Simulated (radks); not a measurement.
The promethium ion Pm29+, 32 electrons, occupied as [Ar] 3d10 4s1.75 4p2 5p0.25 (fractional occupations, a model configuration). Method: scalar-relativistic Kohn-Sham, PBEsol, spin-unpolarised, spherical densities, finite nucleus; Fermi nuclear charge, rms radius 4.962 fm; computed with a radial shooting solver on a logarithmic mesh with Libxc functionals.

Normalised radial functions P(r) = r R(r), r in bohr:

```
   r/bohr * 2p, o 3d (the largest magnitude, 3.26, reaches the edge; | marks zero, & curves that meet)
 0.003417 o*
 0.004413 o *
 0.005747 o  *
 0.007423 o    *
 0.009666 o      *
  0.01249 o          *
  0.01613 |o              *
    0.021 |o                     *
  0.02713 | o                            *
  0.03533 |  o                                     *
  0.04563 |     o                                          *
  0.05895 |         o                                            *
  0.07676 |               o                                      *
  0.09915 |                      o                        *
   0.1281 |                              o   *
   0.1668 |                    *              o
   0.2154 |        *                         o
   0.2805 |  *                         o
   0.3624 |*                 o
   0.4681 *        o
   0.6095 *  o
   0.7873 *o
    1.017 &
    1.324 &
    1.711 &
    2.228 &
    2.877 &
```

2p: eigenvalue -7568.1 eV, 0 radial nodes, <r> = 0.0870 bohr, 90 % of the charge inside 0.141 bohr. 3d: eigenvalue -1997.9 eV, 0 radial nodes, <r> = 0.231 bohr, 90 % of the charge inside 0.358 bohr.
